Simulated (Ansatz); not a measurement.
`C=COBC` + `CC(O)F` → `C=COC(C)F` + `CBO`  (substitution at a C–O bond)

Program: Ansatz. Geometries: PBE0-D4/def2-TZVP. ΔE: electronic, gas phase. CCSD(T)/CBS adds triple-zeta CCSD(T) − MP2 to the extrapolated MP2 energy (def2 sets, frozen cores). DFT in def2-TZVPP. B3LYP here is the variant with VWN-RPA as its local correlation; programs differ in this. One conformer a species, not always the lowest.

**Question.** Is it downhill or uphill in electronic energy at CCSD(T)/CBS, and by how much? (Estimate.)

**Answer.** Computed: Downhill: ΔE = -4.6 kcal/mol.

**Question.** What do these levels give: B2PLYP, r2SCAN, B3LYP, HF/def2-TZVPP, CCSD/def2-TZVPP, MP2/CBS(def2)? (Best estimate.)

**Answer.** Ansatz gave: B2PLYP -4.8, r2SCAN -5.0, B3LYP -4.4, HF/def2-TZVPP -4.0, CCSD/def2-TZVPP -4.7, MP2/CBS(def2) -4.9 kcal/mol.

Largest T1 diagnostic among the species: 0.013.

In def2-TZVPP, CCSD(T) changes the Hartree–Fock value by −0.8 kcal/mol (the triples alone add −0.2 kcal/mol) and MP2 by −1.1 kcal/mol.
